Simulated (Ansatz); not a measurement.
Gas-phase electronic energies from Ansatz, PBE0-D4/def2-TZVP geometries. CCSD(T)/CBS adds triple-zeta CCSD(T) − MP2 to the extrapolated MP2 energy (def2 sets, frozen cores). Functionals use def2-TZVPP. def2 core potentials past Kr. For Ge, Sn outer-core shells are correlated without core-valence functions, which leaves a few kJ/mol of doubt a bond. Scalar relativity is left out up to krypton. Each species was taken in one conformer, which may not be the lowest.

Reaction (substitution at a C–O bond): `C[O][Sn]([OH])([F])[Cl]` + `O[SiH](Cl)[GeH3]` → `CO[SiH](Cl)[GeH3]` + `[OH][Sn]([OH])([F])[Cl]`

```csv
level,ΔE (kcal/mol)
r2SCAN-D4,0.8
PBE0-D4,0.5
B2PLYP,0.7
r2SCAN,0.8
SCS-MP2/def2-TZVPP,0.5
CCSD/def2-TZVPP,0.4
SCS-MP2/def2-QZVPP,0.7
MP2/CBS(def2),0.8
```

Problem. What does CCSD(T)/CBS give? (Best estimate.)

Solution. Computed: +0.8 kcal/mol. The listed levels differ from it by 0.0, -0.3, -0.1, 0.0, -0.3, -0.4, -0.1, 0.0 kcal/mol.

Largest T1 diagnostic among the species: 0.014.
